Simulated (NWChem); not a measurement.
System: CH7BO2Si; SMILES OB(O)C[SiH3]

Parts of the log:

```
             Northwest Computational Chemistry Package (NWChem) 7.3.0
             --------------------------------------------------------

 C1  symmetry detected

                             Geometry "geometry" -> ""
                             -------------------------

 Output coordinates in angstroms (scale by  1.889725989 to convert to a.u.)

  No.       Tag          Charge          X              Y              Z
 ---- ---------------- ---------- -------------- -------------- --------------
    1 Si                  14.0000     0.00001684    -1.80252386     0.27127071
    2 C                    6.0000     0.00027235    -0.33049304    -0.92545210
    3 B                    5.0000     0.00000711     1.05487163    -0.14252331
    4 O                    8.0000    -1.15575471     1.68956484     0.24157024
    5 O                    8.0000     1.15555777     1.68985525     0.24177334
    6 H                    1.0000    -0.00316864    -3.11658329    -0.46467666
    7 H                    1.0000     1.22208544    -1.75608205     1.15014617
    8 H                    1.0000    -1.21952360    -1.75217036     1.15346786
    9 H                    1.0000    -0.89127059    -0.43671532    -1.58076117
   10 H                    1.0000     0.89155656    -0.43651018    -1.58111752
   11 H                    1.0000    -1.94803585     1.20302050    -0.03821661
   12 H                    1.0000     1.94802683     1.20361407    -0.03805150

 Effective nuclear repulsion energy (a.u.)     213.5924607624

  pbe96 is a nonlocal functional; adding pw91lda local functional.

                                 NWChem DFT Module
                                 -----------------

 Summary of "ao basis" -> "ao basis" (spherical)
 ------------------------------------------------------------------------------
       Tag                 Description            Shells   Functions and Types
 ---------------- ------------------------------  ------  ---------------------
 Si                         def2-svp                 8       18   4s3p1d
 C                          def2-svp                 6       14   3s2p1d
 B                          def2-svp                 6       14   3s2p1d
 O                          def2-svp                 6       14   3s2p1d
 H                          def2-svp                 3        5   2s1p

            General Information
            -------------------
          SCF calculation type: DFT
          Wavefunction type:  closed shell.
          No. of atoms     :    12
          No. of electrons :    48
           Alpha electrons :    24
            Beta electrons :    24
          Charge           :     0
          Spin multiplicity:     1
          Use of symmetry is: off; symmetry adaption is: off
          Maximum number of iterations: 150
          AO basis - number of functions:   109
                     number of shells:    53
          Convergence on energy requested:  1.00D-06
          Convergence on density requested:  1.00D-05
          Convergence on gradient requested:  5.00D-04

              XC Information
              --------------
          PerdewBurkeErnzerhof Exchange Functional  1.000
            Perdew 1991 LDA Correlation Functional  1.000 local
           PerdewBurkeErnz. Correlation Functional  1.000 non-local

             Grid Information
             ----------------
          Grid used for XC integration:  medium
          Radial quadrature: Mura-Knowles
          Angular quadrature: Lebedev.
          Tag              B.-S. Rad. Rad. Pts. Rad. Cut. Ang. Pts.
          ---              ---------- --------- --------- ---------
          Si                  1.10       88          10.0       590
          C                   0.70       49           8.0       434
          B                   0.85       49          11.0       434
          O                   0.60       49          12.0       434
          H                   0.35       45          12.0       434
          Grid pruning is: on
          Number of quadrature shells:   599
          Spatial weights used:  Erf1

      Superposition of Atomic Density Guess
      -------------------------------------

 Sum of atomic energies:        -503.74461033

      Non-variational initial energy
      ------------------------------

 Total energy =    -505.972557
 1-e energy   =   -1116.884556
 2-e energy   =     397.319539
 HOMO         =      -0.376504
 LUMO         =       0.047981

     ---------------------------------------------
      Total Density - Mulliken Population Analysis
     ---------------------------------------------

    Atom       Charge   Shell Charges
 -----------   ------   -------------------------------------------------------
    1 Si  14    13.57   2.00  1.99  1.00  0.28  5.94  1.10  1.12  0.14
    2 C    6     6.65   1.99  0.97  0.29  2.12  1.27  0.01
    3 B    5     4.48   1.99  0.81  0.10  1.17  0.23  0.18
    4 O    8     8.54   1.99  1.11  0.57  3.08  1.78  0.01
    5 O    8     8.54   1.99  1.11  0.57  3.08  1.78  0.01
    6 H    1     1.07   0.69  0.37  0.01
    7 H    1     1.08   0.70  0.37  0.01
    8 H    1     1.08   0.70  0.37  0.01
    9 H    1     0.84   0.64  0.18  0.03
   10 H    1     0.84   0.64  0.18  0.03
   11 H    1     0.65   0.52  0.07  0.06
   12 H    1     0.65   0.52  0.07  0.06

[...]
```

Level: PBE/def2-SVP. Geometry: optimised at PBE-D3(BJ)/def2-SVP. Not confirmed as a minimum by frequencies.

Reconstruct the input file.

One answer among several that fit: the input that was run:
```
start job
memory heap 200 mb stack 900 mb global 1100 mb
geometry units angstroms noautoz
  Si    -0.001742    -1.793746     0.249678
  C     -0.000192    -0.308347    -0.930410
  B     -0.000112     1.068123    -0.131947
  O     -1.155727     1.699048     0.258740
  O      1.155585     1.698151     0.259990
  H     -0.005258    -3.099442    -0.501006
  H      1.219948    -1.757820     1.129572
  H     -1.221660    -1.752694     1.131835
  H     -0.891489    -0.406734    -1.587275
  H      0.891338    -0.407439    -1.586824
  H     -1.948127     1.216088    -0.026860
  H      1.947935     1.214682    -0.024929
end
basis spherical
  * library def2-svp
end
dft
  xc xpbe96 cpbe96
  iterations 150
  mulliken
end
task dft energy
```
